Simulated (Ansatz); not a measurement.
O3Re (SMILES [O]=[Re+](=[O])=[O]), charge +1, singlet, geometry from GFN2-xTB (such geometries of metal compounds can be far from the true shape) (the multiplicity is a formal guess) (core potentials on Re); WB97X-V/def2-SVP (Ansatz, a first-principles code).

Input for Ansatz:
Ansatz 0.2 input:
```yaml
crystal:
  periodic: [false, false, false]
  atoms:
    - {symbol: Re, position_ang: [0.09410804, -0.07891784, -0.12125114]}
    - {symbol: O, position_ang: [-1.30913754, -0.85427840, 0.30762000]}
    - {symbol: O, position_ang: [-0.42814776, 1.44831601, -0.50727999]}
    - {symbol: O, position_ang: [0.85502242, 0.14581715, 1.33638946]}
basis:
  gaussian:
    orbitals: def2-SVP
hamiltonian:
  xc: {name: wB97X-V}
total_charge: 1
accuracy: high
```

The log (banner, timings and long lists left out):

```
Functional definition: wB97X-V
1595 factors; integrals over basis functions are off by at most 3.4e-9 eV
299 factors; integrals over basis functions are off by at most 1.4e-9 eV
mean field evaluation 1: about -8223.2762 eV, gradient 1.3e2 eV
mean field evaluation 2: about -8059.6910 eV, gradient 3.1e2 eV
mean field evaluation 4: about -8253.2404 eV, gradient 4.8e0 eV
mean field evaluation 8: about -8253.3043 eV, gradient 8.9e-1 eV
mean field evaluation 16: about -8253.4169 eV, gradient 1.9e-3 eV
mean field evaluation 32: about -8253.4169 eV, gradient 3.4e-8 eV
mean field -8253.41686634 eV, -303.3074754713 hartree, gradient 9.4e-9 eV, S^2 0.000000; 0 other end points of the search recorded, 0 dependent functions left out
reference -8253.41686613 eV, -303.3074754633 hartree; 19, 19 occupied and 55, 55 virtual orbitals, 1595 factors
Total energy: -8253.41686613 eV, -303.3074754633 hartree
```
